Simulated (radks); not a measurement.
All-electron atom: Ti X in [Ne] 3s2 3p1. All-electron calculation, non-relativistic Kohn-Sham, r2SCAN, spin-polarised, spherical densities, point nucleus; open shells are filled with parallel spins first; meta-GGA in the generalised Kohn-Sham scheme. Program: a radial shooting solver on a logarithmic mesh with Libxc functionals. Some entries of the table are withheld. Estimate them.

orbital  occ.  eigenvalue (eV)  <r^2> (bohr^2)  r(max) (bohr)
1s up       1        -5068.147        0.006608        0.04614
1s down     1        -5067.372        0.006606        0.04614
2s up       1        -739.2160          0.1240         0.2699
2s down     1        -738.7726          0.1238         0.2700
2p up       3        -650.8558          0.1016         0.2194
2p down     3        -649.9904          0.1015         0.2196
3s up       1        -230.2809          0.8930         0.8146
3s down     1        -226.0688          0.8998         0.8145
3p up       1              (1)             (2)         0.8147
3p down     0              (3)             (4)         0.8142
3d up       0        -164.6472          0.8730         0.7303
3d down     0        -161.3382          0.8736         0.7259
4s up       0        -101.6767           3.694          1.766
4s down     0         -97.2636           3.370          1.695

Answer. 
(1) 3p up eigenvalue (eV): -204.0281
(2) 3p up <r^2> (bohr^2): 0.9204
(3) 3p down eigenvalue (eV): -200.0516
(4) 3p down <r^2> (bohr^2): 0.9277
